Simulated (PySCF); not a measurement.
SMILES [OH-] (OH (anion, charge -1)), singlet, CAM-B3LYP/def2-SVP optimised geometry. Atoms within 1.6 Å of the plane z = 0.8 Å (x, y, z in Å): O1 (-0.49, 0.00, 0.00), H2 (0.49, 0.00, 0.00).

Calculation: PySCF 2.14.0 with CAM-B3LYP/def2-TZVPD.

Map of the log10 of the electron density (e/bohr³), floored at −4 on the plane z = 0.8 Å:

```
|                               |
|                               |
|           .....               |
|        ...........            |
|       ..:::::::::...          |
|      ..:::-----::::..         |
|     ..::---===----::..        |
|    ..:--========---::..       |
|    .:--==++++++===--::.       |
|   .::-==++****+++==--:..      |
|   .:-==+***###**++==--:.      |
|  ..:-=+**######***+==-::.     |
|  .:--=+*##%%%%%##**+=--:.     |
|  .:-=++*#%@@@@%%##*++=-:.     |
|  .:-=+*#%%@@@@@%##**+=-:..    |
|  .:-=+*#%@@@@@@%%#**+=-:..    |
|  .:-=+*#%%@@@@@%##**+=-:..    |
|  .:-=++*#%@@@@%%##*++=-:.     |
|  .:--=+*##%%%%%##**+=--:.     |
|  ..:-=+**######***+==-::.     |
|   .:-==+***###**++==--:.      |
|   .::-==++****+++==--:..      |
|    .:--==++++++===--::.       |
|    ..:--========---::..       |
|     ..::---===----::..        |
|      ..:::-----::::..         |
|       ..:::::::::...          |
|        ...........            |
|           .....               |
|                               |
|                               |
```
Scale: ten equal steps from -4.00 (start of ' ') to -0.982 (end of '@'), in the order ' .:-=+*#%@'; x runs from -3.00 to 3.00, y from -3.00 (bottom) to 3.00 (top).
